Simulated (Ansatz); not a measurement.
System: C2H3F3, charge 0, multiplicity 1. 
Coordinates optimised at B3LYP-D3(BJ)/def2-TZVP (Ansatz, a quantum-chemistry and plane-wave program):
SMILES: FC(C)(F)F
```xyz
8

C     -1.4757    -0.0186     0.0562
C      0.0246     0.0003    -0.0009
F      0.5756    -0.1412     1.2237
F      0.5104    -0.9973    -0.7704
F      0.4930     1.1584    -0.5135
H     -1.8076    -0.9670     0.4743
H     -1.8219     0.7996     0.6848
H     -1.8753     0.0980    -0.9493
```

Parts of the frozen-core correlation energy in cc-pV5Z (Ansatz, hartree). Frozen orbitals: 5; correlated occupied orbitals by spin: 16 and 16; virtual: 599 and 599. Spin-orbit coupling is left out. Non-relativistic.

```
term                            value
-------------------------  ----------
reference (HF)             -376.00320
MP2 opposite-spin            -0.92071
MP2 same-spin                     [?]
CCSD correlation                  [?]
(T)                               [?]
T1 diagnostic                   0.011
largest doubles amplitude       0.018
```

Task: What belongs in the gaps?

Result: 
- MP2 same-spin, value: -0.29626
- CCSD correlation, value: -1.21676
- (T), value: -0.04335
